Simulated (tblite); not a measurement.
Compound: C₆H₅O₃ (doublet state).
SMILES with atom numbers: `[O:1]=[c:2]1[c:3][cH:4][o:5][c:6]([CH2:7][OH:8])[cH:9]1` (hydrogens: H10 on C4; H11, H12 on C7; H13 on O8; H14 on C9)

A start from a force field or distance geometry was refined with GFN2-xTB geometry optimisation, gas phase in tblite 0.8.0. Values at the start:

| coordinate | start |
| --- | --- |
| O1=C2 | 1.211 Å |
| C2–C3 | 1.440 Å |
| C2–C9 | 1.481 Å |
| C3=C4 | 1.273 Å |
| C4–O5 | 1.394 Å |
| C4–H10 | 1.084 Å |
| O5–C6 | 1.422 Å |
| C6–C7 | 1.496 Å |
| C6=C9 | 1.353 Å |
| C7–O8 | 1.415 Å |
| C7–H11 | 1.096 Å |
| C7–H12 | 1.090 Å |
| O8–H13 | 0.971 Å |
| C9–H14 | 1.083 Å |
| O1–C2–C3 | 123.2° |
| O1–C2–C9 | 125.9° |
| C2–C3–C4 | 132.7° |
| C2–C9–C6 | 117.8° |
| C3–C2–C9 | 110.8° |
| C3–C4–O5 | 115.2° |
| C4–O5–C6 | 119.1° |
| C6–C7–O8 | 109.6° |
| C2–C3–C4–O5 | -2° |
| C3–C4–O5–C6 | 1° |
| O5–C6–C9–C2 | 1° |

Q: How do these coordinates change at the GFN2-xTB level?

A: 
| coordinate | GFN2-xTB (Å or °) | change |
| --- | --- | --- |
| O5–C6 | 1.340 | -0.082 |
| C3=C4 | 1.322 | +0.049 |
| C4–O5 | 1.368 | -0.026 |
| C6–C7 | 1.516 | +0.020 |
| C7–O8 | 1.401 | -0.014 |
| C6=C9 | 1.344 | -0.009 |
| O8–H13 | 0.965 | -0.006 |
| C7–H11 | 1.101 | +0.005 |
| C9–H14 | 1.078 | -0.005 |
| C4–H10 | 1.080 | -0.004 |
| O1=C2 | 1.207 | -0.004 |
| C2–C3 | 1.438 | -0.002 |
| C2–C9 | 1.483 | +0.002 |
| C7–H12 | 1.090 | 0.000 |
| C3–C4–O5 | 123.6 | +8.4 |
| C2–C3–C4 | 125.2 | -7.5 |
| O1–C2–C3 | 130.1 | +6.9 |
| C2–C9–C6 | 123.9 | +6.1 |
| O1–C2–C9 | 121.9 | -4.0 |
| C4–O5–C6 | 116.0 | -3.1 |
| C3–C2–C9 | 108.0 | -2.8 |
| C6–C7–O8 | 112.1 | +2.5 |
| O5–C6–C9–C2 | -1 | -2 |
| C2–C3–C4–O5 | 0 | +2 |
| C3–C4–O5–C6 | 0 | -1 |

The energy falls by 10.3 kcal/mol over 41 L-BFGS steps, the largest force on an atom goes from 2.97 to 0.008 eV/Å, and the atoms move by 0.096 Å rms after alignment. The bond that changes most is O5–C6 (ends: oxygen bonded to 2 C; carbon bonded to 2 C and O), which shortens by 0.082 Å. Bonds longer at the end by more than 0.005 Å: 3 of 14; shorter: 5. Among the dihedrals that turn most is C6–C7–O8–H13, from 48° to 59°. Rotational constants go from 3462, 1188, 930.0 to 3563, 1165, 921.5 MHz.

Time: 0.19 s of wall time. Hardware: one thread, Arm Neoverse V2 (aarch64), no GPU (shared host).

Its GFN2-xTB frequencies are all real (lowest 22 cm⁻¹). 2 starts were optimised and ended at 0.00 and 0.12 kcal/mol (GFN2-xTB); the lowest of these is shown.

One conformer stands for the species.

All values are computed, not measured.
